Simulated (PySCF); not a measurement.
## Calculated data, AlBGeH3O, GeH4N2Si

Calculation on a computer-drawn molecule: optimised geometry and harmonic frequencies of an isolated molecule of the commonest isotopes, restricted reference for singlets and unrestricted otherwise, frozen core in MP2; on germanium a core potential holds 10 electrons, which the energies leave out, and 3d is frozen in MP2 and coupled-cluster steps. Program: PySCF 2.14.0.

Common to all runs: multiplicity 1; basis cc-pV(D+d)Z; basis and core potential on germanium cc-pVDZ-PP ECP10MDF.

(1) AlBGeH3O

Start structure:
```xyz
7
AlBGeH3O
O      1.1227     0.8563     3.3309
Al     1.2429     0.6259     1.7873
B      0.9544     0.4642    -0.3484
Ge    -0.8085     0.9612    -1.2999
H      1.8080     0.0758    -1.0874
H     -1.9274    -0.0408    -1.5086
H     -1.0878     2.3622    -1.8087
```

Settings of this run: charge 1 and method MP2.

Results for AlBGeH3O: rotational constants 14.82, 1.031, 0.9759 GHz; total energy -636.6384 hartree; convergence status largest gradient component 3.119e-05 hartree/bohr.

Drawn bonds:
```
atom  other atom  order
   1           2      2
   2           3      1
   3           4      1
   3           5      1
   4           6      1
   4           7      1
```

Optimised structure:
```xyz
7
AlBGeH3O
O      1.0309     0.8905     3.3349
Al     1.2316     0.6234     1.7354
B      0.9860     0.4446    -0.4113
Ge    -0.7820     0.9522    -1.2944
H      1.8694     0.0491    -1.1263
H     -1.9371    -0.0344    -1.4383
H     -1.0945     2.3794    -1.7348
```

Modes:
```
frequency (cm⁻¹)  reduced mass (dalton)
           41.77                  11.82
           100.8                  3.352
           161.8                  11.18
           251.1                  1.243
           366.8                  1.045
             402                  3.979
             580                  1.275
           632.5                  4.045
           648.5                  1.448
           796.1                  1.201
           890.4                  1.053
            1028                  18.85
            2233                  1.016
            2262                  1.026
            2702                  1.091
```

(2) GeH4N2Si

Start structure:
```xyz
8
GeH4N2Si
N     -0.1330     1.3698    -0.4285
Ge    -1.0431    -0.1903    -0.5332
N      0.2338    -1.3301     0.2117
Si     1.4637    -2.1319     0.8422
H      0.6964     1.4164    -0.0151
H     -0.5374     2.2411    -0.6520
H      2.5990    -2.6387     0.1148
H      1.6032    -2.3444     2.2642
```

Here we set charge 0 and method HF.

Drawn bonds:
```
atom  other atom  order
   1           2      1
   2           3      1
   3           4      2
   1           5      1
   1           6      1
   4           7      1
   4           8      1
```

Questions
1. What total energy does the calculation give for GeH4N2Si (entry 2)?

Calculated values
1. -693.5358 hartree

Further results for GeH4N2Si (entry 2):

- rotational constants: 11.16, 1.676, 1.483 GHz
- convergence status largest gradient component: 1.15e-05 hartree/bohr

Optimised structure:
```xyz
8
GeH4N2Si
N     -0.2148     1.4291    -0.4142
Ge    -0.9275    -0.2450    -0.4968
N      0.4527    -1.1611     0.2558
Si     1.4867    -2.1539     0.8630
H      0.6885     1.6516    -0.0387
H     -0.7030     2.2375    -0.7495
H      2.5430    -2.8405     0.0956
H      1.5570    -2.5259     2.2888
```

Modes:
```
frequency (cm⁻¹)  reduced mass (dalton)
           55.55                  4.628
           116.4                  4.542
           181.7                   1.08
           308.4                  1.205
           310.1                  4.738
           446.7                  10.48
           516.1                  1.041
           704.2                  5.152
           739.3                  1.182
           748.6                  1.234
           793.5                  1.314
            1097                  1.055
            1404                  14.46
            1658                  1.124
            2336                  1.055
            2346                   1.03
            3762                  1.049
            3880                  1.098
```
